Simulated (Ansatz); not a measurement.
`[NH2][AlH][SeH]` + `CC([SiH3])C=N` → `C[CH]([SiH3])[AlH][NH2]` + `N=C[SeH]`  (redistribution)

Isolated molecules relaxed with PBE0-D4/def2-TZVP in Ansatz; ΔE leaves out vibrations. CCSD(T)/CBS is the MP2 limit (def2-TZVPP, def2-QZVPP) plus CCSD(T) − MP2 in def2-TZVPP, frozen cores. Functionals use def2-TZVPP. B3LYP here is the variant with VWN-RPA as its local correlation; programs differ in this. For Se outer-core shells are correlated without core-valence functions, which leaves a few kJ/mol of doubt a bond. Scalar relativity is left out up to krypton. Each species was taken in one conformer, which may not be the lowest.

CCSD(T)/CBS gives +1.37 eV.

Another level gave +1.29 eV. Which?
A. PBE-D4/def2-TZVPP
B. HF/def2-TZVPP
C. CCSD/def2-TZVPP
D. B3LYP/def2-TZVPP

D. B3LYP 1.29, CCSD/def2-TZVPP 1.37, PBE-D4 1.20, HF/def2-TZVPP 1.55 eV.

Largest T1 diagnostic among the species: 0.012.

In def2-TZVPP, CCSD(T) changes the Hartree–Fock value by −0.21 eV (the triples alone add −0.03 eV) and MP2 by −0.20 eV. From PBE to PBE0 (25 % exact exchange), in def2-TZVPP and without D4, ΔE moves by +0.11 eV.
